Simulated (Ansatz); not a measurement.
GaMe2H (C₂H₇Ga), relaxed as a singlet with RKS r2SCAN-D4/def2-SVP in Ansatz, starting from the GFN2-xTB geometry. Force threshold 0.02 eV/Å.

Start:

```xyz
10

C     1.395   -0.844    0.792
C    -1.625    0.466   -0.651
Ga    0.360    0.585   -0.220
H     1.395   -1.788    0.238
H     0.929   -1.042    1.762
H     2.434   -0.556    0.967
H    -2.223    0.474    0.266
H    -1.851   -0.470   -1.170
H    -1.966    1.293   -1.279
H     1.152    1.882   -0.706
```

```csv
step,energy (eV),largest force component (eV/Å),SCF passes
1,-54556.0511,0.972,26
2,-54556.1207,0.393,27
3,-54556.1308,0.060,28
4,-54556.1320,0.024,28
5,-54556.1323,0.036,27
6,-54556.1325,0.014,27
7,-54556.1327,0.038,27
8,-54556.1329,0.056,28
9,-54556.1330,0.082,27
10,-54556.1334,0.095,27
11,-54556.1341,0.077,27
12,-54556.1350,0.056,26
13 (rejected),-54556.1341,0.185,26
14 (rejected),-54556.1321,0.263,28
15,-54556.1356,0.011,27
16,-54556.1365,0.039,27
17 (rejected),-54556.1303,0.349,27
18,-54556.1370,0.018,27
19,-54556.1375,0.079,27
20,-54556.1382,0.050,27
21,-54556.1388,0.050,26
22,-54556.1390,0.115,26
23,-54556.1398,0.030,29
24,-54556.1401,0.012,28
```

Force components are those of the run's own axes.

End:

```xyz
10

C     1.339   -0.847    0.698
C    -1.570    0.458   -0.557
Ga    0.361    0.598   -0.210
H     1.756   -1.525   -0.069
H     0.689   -1.454    1.346
H     2.190   -0.474    1.290
H    -2.111    1.034    0.215
H    -1.939   -0.578   -0.513
H    -1.848    0.897   -1.529
H     1.133    1.890   -0.671
```

By distances, no bond broke or formed. The bond that changes most is C2–Ga3, from 2.03 to 1.97 Å (atoms count from 1).

The force fell under the threshold at step 6, but the optimiser went on and released 0.008 eV more. No frequencies were taken in this run, so the end may be a saddle point.

It took 31 s on 2 threads of Intel Xeon 6975P-C on a shared host.
